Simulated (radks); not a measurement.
Results of a calculation; reference values are marked as such.
These are the eigenvalues of the occupied orbitals of an atom or ion with whole-number occupations (hartree). Level of theory: Dirac Kohn-Sham, PBE, spin-unpolarised, spherical densities, finite nucleus; Fermi nuclear charge, rms radius of each element as measured or else 0.836 A^(1/3) + 0.57 fm (a radial shooting solver on a logarithmic mesh with Libxc functionals).

orbital  eigenvalue
1s1/2     -301.7150
2s1/2     -36.06753
2p1/2     -31.45910
2p3/2     -30.81662
3s1/2      -4.07937
3p1/2      -2.67644
3p3/2      -2.59531
3d3/2      -0.33070
3d5/2      -0.32192
4s1/2      -0.20731

Which element is it, and in what charge state? The configuration may be excited. Open shells, if any, fill j = l - 1/2 first.

Answer. Z = 28, nickel, charge 0: Ni in [Ar] 3d8 4s2. The list shows which subshells hold electrons but not how many an open one holds; the 1s level, -301.72 hartree, gives Z - s = 24.6 by -(Z - s)^2/2, which with screening and relativity narrows Z to a few neighbours, and the depths of the outer levels then fix element, charge and occupations together.
